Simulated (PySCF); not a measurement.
C₉H₇N.
Atom-mapped SMILES: `[CH2:1]=[CH:2][c:3]1[cH:4][cH:5][cH:6][cH:7][c:8]1[C:9]#[N:10]` (hydrogens: H11, H12 on C1; H13 on C2; H14 on C4; H15 on C5; H16 on C6; H17 on C7)

The same species was optimised twice, with GFN2-xTB and with PBE0-D3(BJ)/def2-SVP (PySCF), and the same property calculations (PySCF, gas phase) were run on both structures.

```json
{"coordinate": "C8–C9 (Å)", "GFN2-xTB": "1.414", "PBE0-D3(BJ)/def2-SVP": "1.432", "change": "+0.018"}
{"coordinate": "C9≡N10 (Å)", "GFN2-xTB": "1.147", "PBE0-D3(BJ)/def2-SVP": "1.160", "change": "+0.013"}
{"coordinate": "C1=C2 (Å)", "GFN2-xTB": "1.328", "PBE0-D3(BJ)/def2-SVP": "1.338", "change": "+0.010"}
{"coordinate": "C2–C3 (Å)", "GFN2-xTB": "1.458", "PBE0-D3(BJ)/def2-SVP": "1.467", "change": "+0.009"}
{"coordinate": "C5–C6 (Å)", "GFN2-xTB": "1.388", "PBE0-D3(BJ)/def2-SVP": "1.397", "change": "+0.009"}
{"coordinate": "C7–C8 (Å)", "GFN2-xTB": "1.395", "PBE0-D3(BJ)/def2-SVP": "1.403", "change": "+0.008"}
{"coordinate": "C3–C4 (Å)", "GFN2-xTB": "1.394", "PBE0-D3(BJ)/def2-SVP": "1.402", "change": "+0.008"}
{"coordinate": "C3–C8 (Å)", "GFN2-xTB": "1.408", "PBE0-D3(BJ)/def2-SVP": "1.415", "change": "+0.007"}
{"coordinate": "C4–C5 (Å)", "GFN2-xTB": "1.382", "PBE0-D3(BJ)/def2-SVP": "1.389", "change": "+0.007"}
{"coordinate": "C6–C7 (Å)", "GFN2-xTB": "1.381", "PBE0-D3(BJ)/def2-SVP": "1.388", "change": "+0.007"}
{"coordinate": "C8–C9–N10 (°)", "GFN2-xTB": "178.5", "PBE0-D3(BJ)/def2-SVP": "179.4", "change": "+0.9"}
{"coordinate": "C2–C3–C8 (°)", "GFN2-xTB": "119.5", "PBE0-D3(BJ)/def2-SVP": "120.1", "change": "+0.6"}
{"coordinate": "C3–C8–C9 (°)", "GFN2-xTB": "120.8", "PBE0-D3(BJ)/def2-SVP": "120.3", "change": "-0.5"}
{"coordinate": "C1–C2–C3 (°)", "GFN2-xTB": "125.8", "PBE0-D3(BJ)/def2-SVP": "126.2", "change": "+0.4"}
{"coordinate": "C4–C3–C8 (°)", "GFN2-xTB": "117.6", "PBE0-D3(BJ)/def2-SVP": "117.3", "change": "-0.3"}
{"coordinate": "C3–C4–C5 (°)", "GFN2-xTB": "121.2", "PBE0-D3(BJ)/def2-SVP": "121.5", "change": "+0.3"}
{"coordinate": "C7–C8–C9 (°)", "GFN2-xTB": "118.2", "PBE0-D3(BJ)/def2-SVP": "118.5", "change": "+0.3"}
{"coordinate": "C2–C3–C4 (°)", "GFN2-xTB": "122.9", "PBE0-D3(BJ)/def2-SVP": "122.6", "change": "-0.3"}
{"coordinate": "C1–C2–C3–C4 (°)", "GFN2-xTB": "15", "PBE0-D3(BJ)/def2-SVP": "11", "change": "-4"}
```

Rotational constants: A = 1669, B = 1490, C = 789.1 MHz (GFN2-xTB) against A = 1647, B = 1465, C = 776.5 MHz (PBE0-D3(BJ)/def2-SVP).

On the GFN2-xTB structure: HOMO (eV) -7.21 [PBE0/pcSseg-1]; LUMO (eV) -1.84 [PBE0/pcSseg-1]; dipole (D) 4.47 [PBE0/pcSseg-1]; GIAO shielding of C1 (ppm) 62.3 [PBE0/pcSseg-1]; GIAO shielding of C2 (ppm) 45.0 [PBE0/pcSseg-1]; GIAO shielding of C3 (ppm) 40.2 [PBE0/pcSseg-1]; GIAO shielding of C4 (ppm) 58.0 [PBE0/pcSseg-1]; GIAO shielding of C5 (ppm) 49.3 [PBE0/pcSseg-1]; GIAO shielding of C6 (ppm) 53.5 [PBE0/pcSseg-1]; GIAO shielding of C7 (ppm) 45.7 [PBE0/pcSseg-1]; GIAO shielding of C8 (ppm) 70.5 [PBE0/pcSseg-1].

Question: What do these properties become on the PBE0-D3(BJ)/def2-SVP structure?

Answer: 
```
                                    property          level  on GFN2-xTB  on PBE0-D3(BJ)/def2-SVP  change
                                   HOMO (eV)  PBE0/pcSseg-1        -7.21                    -7.19   +0.02
                                   LUMO (eV)  PBE0/pcSseg-1        -1.84                    -1.90   -0.06
                                  dipole (D)  PBE0/pcSseg-1         4.47                     4.50   +0.03
energy, GFN2-xTB geometry as zero (kcal/mol)  PBE0/pcSseg-1          0.0                     -0.4    -0.4
                  GIAO shielding of C1 (ppm)  PBE0/pcSseg-1         62.3                     59.7    -2.6
                  GIAO shielding of C2 (ppm)  PBE0/pcSseg-1         45.0                     43.2    -1.8
                  GIAO shielding of C3 (ppm)  PBE0/pcSseg-1         40.2                     38.9    -1.3
                  GIAO shielding of C4 (ppm)  PBE0/pcSseg-1         58.0                     56.0    -2.0
                  GIAO shielding of C5 (ppm)  PBE0/pcSseg-1         49.3                     47.3    -2.0
                  GIAO shielding of C6 (ppm)  PBE0/pcSseg-1         53.5                     51.3    -2.2
                  GIAO shielding of C7 (ppm)  PBE0/pcSseg-1         45.7                     44.4    -1.3
                  GIAO shielding of C8 (ppm)  PBE0/pcSseg-1         70.5                     67.8    -2.7
```

The heavy atoms differ by 0.023 Å rms after alignment. Among bonds between heavy atoms C8–C9 changes most (+0.018 Å). Changes are differences of the printed values. Neither structure is proved a minimum here.

Shape of the structure used: `[CH2:1]=[CH:2][c:3]1[cH:4][cH:5][cH:6][cH:7][c:8]1[C:9]#[N:10]`: C1–C2–C3–C4 11°.
